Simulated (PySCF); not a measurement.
C₄H₉O, SMILES CCC(C)=[OH+], charge +1.

Geometry: PBE0-D3(BJ)/def2-SVP. The isomer is the one that the SMILES or the coordinates give; other isomers of the formula were not compared. One conformer was computed; it need not be the lowest.

The numbers are results of TDA-ωB97X/def2-SVPD in PySCF, not measurements.

Vertical excitations. Gas-phase values at a fixed geometry.

Computed lowest excited states:
```tsv
state	energy (eV)	λ (nm)	f	main pairs
S1	6.32	196	0.006	HOMO−1→LUMO 71 %, HOMO−5→LUMO 17 %
S2	6.77	183	0.003	HOMO→LUMO 93 %
S3	7.69	161	0.116	HOMO−2→LUMO 87 %
S4	7.95	156	0.006	HOMO−4→LUMO 51 %, HOMO−3→LUMO 22 %, HOMO−5→LUMO 21 %
S5	8.36	148	0.200	HOMO−3→LUMO 59 %, HOMO−5→LUMO 18 %, HOMO−1→LUMO 15 %
S6	8.72	142	0.200	HOMO−4→LUMO 40 %, HOMO−5→LUMO 35 %, HOMO−3→LUMO 10 %
S7	9.02	137	0.009	HOMO−6→LUMO 86 %
S8	10.34	120	0.002	HOMO→LUMO+1 77 %
S9	10.51	118	0.001	HOMO−8→LUMO 86 %
S10	10.60	117	0.024	HOMO−1→LUMO+1 75 %
T1	5.75	216	0	HOMO−1→LUMO 64 %, HOMO−5→LUMO 19 %
T2	6.55	189	0	HOMO→LUMO 71 %, HOMO−4→LUMO 11 %
T3	6.67	186	0	HOMO−2→LUMO 36 %, HOMO→LUMO 20 %, HOMO−3→LUMO 12 %, HOMO−4→LUMO 12 %
T4	7.17	173	0	HOMO−2→LUMO 45 %, HOMO−3→LUMO 36 %, HOMO−4→LUMO 14 %
```
Triplets are in the Tamm–Dancoff approximation.
